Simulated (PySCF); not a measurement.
This PySCF input asks for the NMR shieldings of SMILES ClCC#C[C@@H]1C[SiH2]O[SiH2]1, C₅H₉ClOSi₂; the geometry comes from GFN2-xTB.

```python
import basis_set_exchange as bse
import numpy as np
from pyscf import gto, dft
from pyscf.prop import nmr

atoms = """
Cl    3.830332    2.226812   -1.190661
C     3.610110    0.486033   -0.743096
C     2.253665    0.240416   -0.334598
C     1.106010    0.124558    0.003001
C    -0.268282   -0.088712    0.365833
C    -0.855459   -1.331694   -0.337521
Si   -2.750650   -1.115044   -0.388028
O    -2.802878    0.523534   -0.279507
Si   -1.439209    1.392841   -0.032846
H     3.870319   -0.093868   -1.630014
H     4.316897    0.284868    0.063473
H    -0.309930   -0.251044    1.449919
H    -0.466453   -1.370318   -1.357888
H    -0.515965   -2.242681    0.155936
H    -3.439354   -1.639763    0.787568
H    -3.361234   -1.468678   -1.662143
H    -1.680446    2.243561    1.123973
H    -1.106231    2.085494   -1.269818
"""
names = dict.fromkeys(["Cl", "C", "Si", "O", "H"], "pcSseg-1")
basis = {el: gto.basis.parse(bse.get_basis(n, elements=[el], fmt="nwchem")) for el, n in names.items()}
mol = gto.M(atom=atoms, basis=basis, charge=0, verbose=0)
mf = dft.RKS(mol, xc="PBE0")
mf.grids.level = 2
mf.grids.alignment = dft.numint.BLKSIZE   # the property module wants whole blocks of grid points
mf.conv_tol = 1e-9
mf.kernel()

calc = nmr.RKS(mf)   # GIAO
C = mf.mo_coeff
Co = C[:, mf.mo_occ > 0]
resp = mf.gen_response(singlet=True, hermi=2)
def vind(x):   # induced exchange potential for any number of trial vectors
    d = np.einsum("pi,xij,qj->xpq", C, 2 * x.reshape(-1, C.shape[1], Co.shape[1]), Co, optimize=True)
    return np.einsum("xpq,pi,qj->xij", resp(d - d.transpose(0, 2, 1)), C, Co, optimize=True).ravel()
mo1, _ = nmr.rhf.solve_mo1(calc, with_cphf=vind)
sigma = calc.kernel(mo1)
for i, s in enumerate(sigma):   # ppm
    w = np.linalg.eigvalsh((s + s.T) / 2)
    print("%2d %-2s iso %8.1f  s11 %8.1f  s22 %8.1f  s33 %8.1f" % (i, mol.atom_pure_symbol(i), w.mean(), *w))
```

Question: Give the expected output.

Answer: 
```
 0 Cl iso    787.2  s11    517.8  s22    742.2  s33   1101.6
 1 C  iso    147.8  s11    124.4  s22    142.7  s33    176.2
 2 C  iso    104.4  s11     17.8  s22     28.1  s33    267.3
 3 C  iso     87.3  s11      3.2  s22     10.7  s33    248.0
 4 C  iso    170.7  s11    155.7  s22    169.4  s33    187.1
 5 C  iso    166.1  s11    140.8  s22    167.4  s33    190.2
 6 Si iso    351.2  s11    293.3  s22    347.0  s33    413.3
 7 O  iso    294.7  s11    210.5  s22    307.1  s33    366.4
 8 Si iso    353.6  s11    316.9  s22    338.6  s33    405.3
 9 H  iso     27.4  s11     21.2  s22     27.5  s33     33.6
10 H  iso     27.4  s11     20.9  s22     27.4  s33     33.9
11 H  iso     29.4  s11     24.3  s22     28.0  s33     35.7
12 H  iso     30.4  s11     25.7  s22     29.7  s33     35.9
13 H  iso     30.1  s11     25.9  s22     27.8  s33     36.7
14 H  iso     26.7  s11     22.9  s22     24.2  s33     32.9
15 H  iso     26.5  s11     23.1  s22     24.0  s33     32.3
16 H  iso     26.6  s11     22.9  s22     24.7  s33     32.1
17 H  iso     26.8  s11     23.0  s22     25.5  s33     31.9
```

These numbers come from an equivalent density-fitted implementation of the same equations, which agrees with the script to about 0.01 ppm for H and up to a few tenths of a ppm for heavy atoms, so last digits may differ.

Question: Turn these shieldings into chemical shifts. δ = σ(ref) − σ, references computed at the same level: $^{35}$Cl (949.78 ppm) against HCl; TMS for $^{13}$C (186.93 ppm), $^{29}$Si (349.16 ppm), $^{1}$H (31.72 ppm); $^{17}$O (336.08 ppm) against H2O.

Answer: Averaging equivalent atoms: Cl 0: 163; C 3: 99.6; C 2: 82.5; C 1: 39.1; C 5: 20.8; C 4: 16.2; Si 6: -2.0; Si 8: -4.5; O 7: 41.4; H 15: 5.26; H 16: 5.15; H 14: 5.06; H 17: 4.95; H 10: 4.34; H 9: 4.31; H 11: 2.36; H 13: 1.61; H 12: 1.30 ppm. Experimental scales use liquid or dissolved standards, which lie at an offset from isolated H2O (liquid H2O: subtract about 36 ppm).

Size and cost of the density-fitted run: 219 basis functions, 110 s wall time on 1 thread of an Intel Xeon, shared host; peak memory 1.1 GiB.
